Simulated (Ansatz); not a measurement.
**The atomisation energy (no zero-point term) down a group: B to In**

One atom is swapped for its congeners: C2H7BO `CCBO`; C2H7AlO `C[CH2][AlH][OH]`; C2H7InO `C[CH2][InH][OH]`. The Ga member is missing. All are singlets with charge 0.

Shapes, held fixed at every level: PBE0-D4/def2-TZVP. Flexible molecules stand in one conformer, not always the lowest. Programs: Ansatz 0.2.0. Values in eV.

Problem. How should the atomisation energy change along the series?

Solution. At CCSD(T)/def2-TZVPP the atomisation energy falls at every step, from 43.84 to 38.00 eV. Every level shows the same order. For atoms past krypton def2 sets carry core potentials with scalar relativity. Correlated rows may include outer-core shells of In, which these sets cover unevenly. Spin-orbit coupling, which grows down the group, is left out (summed over each molecule's free atoms 0.02, 0.03, 0.20 eV).

```tsv
level	C2H7BO	C2H7AlO	C2H7InO
PBE-D4/def2-TZVPP	45.56	42.03	39.24
BHLYP-D4/def2-TZVPP	43.85	40.63	37.55
PBE0-D4/def2-TZVPP	44.97	41.49	38.62
r2SCAN0-D4/def2-TZVPP	44.50	41.23	38.24
wB97M-V/def2-TZVPP	45.00	41.77	38.84
MP2/def2-TZVPP	44.43	41.26	38.31
CCSD(T)/def2-TZVPP	43.84	40.78	38.00
```
